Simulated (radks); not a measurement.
Values are calculated unless marked as measured or tabulated.
Question: Valence configurations of Co I (all share [Ar]). Level of theory: non-relativistic Kohn-Sham, TPSS, spin-polarised, spherical densities, point nucleus; open shells are filled with parallel spins first; meta-GGA in the generalised Kohn-Sham scheme (a radial shooting solver on a logarithmic mesh with Libxc functionals). Order these by energy: 3d7 4p2; 3d8 4s1; 3d7 4s2; 3d6 4s1 4p2; 3d9; 3d6.5 4s2 4p0.5; 3d7 4s1.5 4p0.5; 3d6 4s2 4p1; 3d7 4s1 4p1; 3d5 4s2 4p2.

Answer: From the lowest, in eV above it: 3d8 4s1 0.000; 3d7 4s2 0.695; 3d9 2.012; 3d7 4s1.5 4p0.5 2.340; 3d7 4s1 4p1 3.596; 3d6.5 4s2 4p0.5 3.872; 3d6 4s2 4p1 8.093; 3d7 4p2 8.279; 3d6 4s1 4p2 10.959; 3d5 4s2 4p2 19.954. NIST lists [Ar] 3d7 4s2 as the ground configuration; this level of theory puts 3d8 4s1 lower, by 0.695 eV. The energies are those of spherical high-spin densities, not of single terms.
